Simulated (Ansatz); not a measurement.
Ansatz (a first-principles code) input (HF/3-21G): The .json file is the Basis Set Exchange's 3-21G.

Ansatz 0.2 input:
```yaml
crystal:
  periodic: [false, false, false]
  atoms:
    - {symbol: Si, position_ang: [0.12020900, -0.03782753, -0.02439375]}
    - {symbol: O, position_ang: [1.55692833, -0.48993631, -0.31594402]}
    - {symbol: F, position_ang: [-0.70711395, -0.25093238, 1.31790260]}
    - {symbol: F, position_ang: [-0.86381412, 0.74527414, -0.99911764]}
basis:
  gaussian:
    orbitals: 3-21G.json
hamiltonian:
  xc: {name: HF}
phonons: {temperatures: {t_min: 298.15, t_max: 298.15, t_step: 100}}
```

Output:

```
Functional definition: HF
integrals: 0.00 GiB planned
443 factors; integrals over basis functions are off by at most 6.2e-5 eV
mean field: 0.08 GiB planned
mean field evaluation 1: about -15226.5070 eV, gradient 4.7e1 eV
mean field evaluation 2: about -15226.6158 eV, gradient 4.7e1 eV
mean field evaluation 4: about -15230.9617 eV, gradient 5.0e0 eV
mean field evaluation 8: about -15231.0277 eV, gradient 1.1e-1 eV
mean field -15231.02786516 eV, -559.7299500833 hartree, gradient 7.6e-5 eV, S^2 0.000000; 0 other end points of the search recorded, 0 dependent functions left out
the calculation of the forces begins
reference -15231.02786516 eV, -559.7299500833 hartree; 20, 20 occupied and 20, 20 virtual orbitals, 443 factors
these checks for a lower state are left out or cut short: stability, starts, cluster_reference, orbital_swaps, neighbouring_geometries, increment
integrals: 0.00 GiB planned
443 factors; integrals over basis functions are off by at most 6.1e-5 eV
mean field: 0.08 GiB planned
mean field evaluation 16: about -15231.0233 eV, gradient 1.6e0 eV
mean field -15231.02768552 eV, -559.7299434816 hartree, gradient 5.3e-6 eV, S^2 0.000000; 0 other end points of the search recorded, 0 dependent functions left out
the calculation of the forces begins
reference -15231.02768552 eV, -559.7299434816 hartree; 20, 20 occupied and 20, 20 virtual orbitals, 443 factors
these checks for a lower state are left out or cut short: stability, starts, cluster_reference, orbital_swaps, neighbouring_geometries, increment
integrals: 0.00 GiB planned
443 factors; integrals over basis functions are off by at most 6.2e-5 eV
mean field: 0.08 GiB planned
mean field -15231.02768500 eV, -559.7299434623 hartree, gradient 5.3e-6 eV, S^2 0.000000; 0 other end points of the search recorded, 0 dependent functions left out
the calculation of the forces begins
reference -15231.02768500 eV, -559.7299434623 hartree; 20, 20 occupied and 20, 20 virtual orbitals, 443 factors
these checks for a lower state are left out or cut short: stability, starts, cluster_reference, orbital_swaps, neighbouring_geometries, increment
integrals: 0.00 GiB planned
443 factors; integrals over basis functions are off by at most 6.2e-5 eV
mean field: 0.08 GiB planned
mean field evaluation 32: about -15230.7610 eV, gradient 1.6e0 eV
mean field -15231.02779543 eV, -559.7299475206 hartree, gradient 5.3e-6 eV, S^2 0.000000; 0 other end points of the search recorded, 0 dependent functions left out
the calculation of the forces begins
reference -15231.02779543 eV, -559.7299475206 hartree; 20, 20 occupied and 20, 20 virtual orbitals, 443 factors
these checks for a lower state are left out or cut short: stability, starts, cluster_reference, orbital_swaps, neighbouring_geometries, increment
integrals: 0.00 GiB planned
443 factors; integrals over basis functions are off by at most 6.1e-5 eV
mean field: 0.08 GiB planned
mean field -15231.02779529 eV, -559.7299475156 hartree, gradient 5.3e-6 eV, S^2 0.000000; 0 other end points of the search recorded, 0 dependent functions left out
the calculation of the forces begins
reference -15231.02779529 eV, -559.7299475156 hartree; 20, 20 occupied and 20, 20 virtual orbitals, 443 factors
these checks for a lower state are left out or cut short: stability, starts, cluster_reference, orbital_swaps, neighbouring_geometries, increment
integrals: 0.00 GiB planned
443 factors; integrals over basis functions are off by at most 6.2e-5 eV
mean field: 0.08 GiB planned
mean field -15231.02775913 eV, -559.7299461865 hartree, gradient 5.3e-6 eV, S^2 0.000000; 0 other end points of the search recorded, 0 dependent functions left out
the calculation of the forces begins
reference -15231.02775913 eV, -559.7299461865 hartree; 20, 20 occupied and 20, 20 virtual orbitals, 443 factors
these checks for a lower state are left out or cut short: stability, starts, cluster_reference, orbital_swaps, neighbouring_geometries, increment
integrals: 0.00 GiB planned
443 factors; integrals over basis functions are off by at most 6.2e-5 eV
mean field: 0.08 GiB planned
mean field evaluation 64: about -15231.0278 eV, gradient 2.2e-2 eV
mean field -15231.02775991 eV, -559.7299462154 hartree, gradient 5.3e-6 eV, S^2 0.000000; 0 other end points of the search recorded, 0 dependent functions left out
the calculation of the forces begins
reference -15231.02775991 eV, -559.7299462154 hartree; 20, 20 occupied and 20, 20 virtual orbitals, 443 factors
these checks for a lower state are left out or cut short: stability, starts, cluster_reference, orbital_swaps, neighbouring_geometries, increment
integrals: 0.00 GiB planned
443 factors; integrals over basis functions are off by at most 6.2e-5 eV
mean field: 0.08 GiB planned
mean field -15231.02783789 eV, -559.7299490810 hartree, gradient 5.3e-6 eV, S^2 0.000000; 0 other end points of the search recorded, 0 dependent functions left out
the calculation of the forces begins
reference -15231.02783789 eV, -559.7299490810 hartree; 20, 20 occupied and 20, 20 virtual orbitals, 443 factors
these checks for a lower state are left out or cut short: stability, starts, cluster_reference, orbital_swaps, neighbouring_geometries, increment
integrals: 0.00 GiB planned
443 factors; integrals over basis functions are off by at most 6.2e-5 eV
mean field: 0.08 GiB planned
mean field -15231.02783787 eV, -559.7299490802 hartree, gradient 5.3e-6 eV, S^2 0.000000; 0 other end points of the search recorded, 0 dependent functions left out
the calculation of the forces begins
reference -15231.02783787 eV, -559.7299490802 hartree; 20, 20 occupied and 20, 20 virtual orbitals, 443 factors
Total energy: -15231.02786516 eV, -559.7299500833 hartree
Atom 0 at     0.120209    -0.037828    -0.024394 Å, force     0.000037    -0.000012    -0.000008 eV/Å
Atom 1 at     1.556928    -0.489936    -0.315944 Å, force    -0.000021     0.000007     0.000004 eV/Å
Atom 2 at    -0.707114    -0.250932     1.317903 Å, force    -0.000007    -0.000006     0.000022 eV/Å
Atom 3 at    -0.863814     0.745274    -0.999118 Å, force    -0.000009     0.000011    -0.000018 eV/Å
Dipole moment:    -0.387002     0.121782     0.078533 e Å
Vibrations: 318.37 355.92 359.83 879.77 1106.63 1386.49 cm⁻¹, zero-point energy 0.273200 eV
```

The blocks after the first are displaced geometries, from whose forces the wavenumbers follow.
